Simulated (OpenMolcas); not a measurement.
## Tc4+: moving or changing the point charges

Tc4+ among 3 point charges of -1 e arranged as a planar triangle (D3h), 1.92 Å from the ion.
```
   1.9200    0.0000    0.0000  -1.00
  -0.9600    1.6628    0.0000  -1.00
  -0.9600   -1.6628    0.0000  -1.00
```

* Program: OpenMolcas 26.06
* Method: SS-CASPT2, IPEA 0.25 Eh, imaginary shift 0.1 Eh (closed shells correlated: 4s 4p)
* Basis: ANO-RCC-VDZP [6s5p3d1f]
* Scalar Hamiltonian: DKH2, point nucleus
* Active space: 3 electrons in 5 orbitals (4d)
* State averaging: 2S+1 = 4 even, 10 roots; 2S+1 = 2 even, 40 roots
* Spin-orbit coupling: state interaction with AMFI integrals over the reference wave functions

Runs around this geometry, states (labels of D3, the rotations of D3h). Energies in cm-1 above the lowest state or level, χT in cm3 K/mol.

```
R (Å)  q (e)  Ground state  First state of that spin  First gap with spin-orbit (degeneracies)  χT at 300 K  First state of another spin
 1.92   -0.5           4A2                    4A1 22                                920 (2, 2)        0.198                    2A1 13160
 1.73     -1           4A2                  4A2 2100                                 90 (2, 2)        1.121                    2A2 13190
 1.92     -1           4A2                   4A1 120                                940 (2, 2)        0.210                    2A1 12710
 2.07     -1           4A1                     4A2 1                               1130 (2, 2)        0.206                    2A1 12960
```

The ground state changes within this set.

Roots that are degenerate in the reference are averaged as groups; the widest CASPT2 spread within a group is 190 cm-1 (the 2-fold group of multiplicity 4 near 853 cm-1 above the lowest state of its run, R = 1.92, q = -0.5). Shifts and gaps below about the spread of the groups concerned are not significant. The ground term spreads over less than 5000 cm-1, several times less than with real ligands, so orbital moments are less quenched and χT lies further from the spin-only value than at real sites. Free-ion shares, where given, are those of the reference states; single-state CASPT2 does not remix them. Spin-orbit coupling mixes the spin-free states strongly: the lowest level takes only 41 % from its leading state, 4A2 (figures for R = 1.92, q = -0.5; the like holds for R = 1.92, q = -1, R = 2.07, q = -1). This is an electrostatic model: the charges have no orbitals. No measured value stands beside these numbers.
